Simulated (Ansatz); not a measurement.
```yaml
crystal:
  periodic: [false, false, false]
  atoms:
    - {symbol: N, position_ang: [-0.555520, 0.680660, 0.839843]}
    - {symbol: B, position_ang: [0.205446, -0.192809, 0.067289]}
    - {symbol: F, position_ang: [1.102402, -0.981814, 0.663935]}
    - {symbol: Se, position_ang: [-0.014719, -0.287876, -1.885554]}
    - {symbol: H, position_ang: [-1.246714, 1.303646, 0.464595]}
    - {symbol: D, position_ang: [-0.444839, 0.729865, 1.838357]}
    - {symbol: H, position_ang: [1.015245, -1.319670, -2.034265]}
basis:
  gaussian: {orbitals: STO-3G}
hamiltonian: {xc: {name: PBE0-DH}}
output: {forces: true}
```

```sh
$ ansatz run in.yaml --threads 2 --pin off --events-out ev --progress --plain --max-ram 4352MiB
```

Output, abridged:

```
Error: YAML parse error: error: line 9 column 16: `D` is not an element symbol (H … Og, case-exact)
 7 |     - {symbol: Se, position_ang: [-0.014719, -0.287876, -1.885554]}
 8 |     - {symbol: H, position_ang: [-1.246714, 1.303646, 0.464595]}
 9 |     - {symbol: D, position_ang: [-0.444839, 0.729865, 1.838357]}
10 |     - {symbol: H, position_ang: [1.015245, -1.319670, -2.034265]}
11 | basis:
```

Question: Something in this input is off. What?

Answer: An element symbol is wrong. The program refused the input.
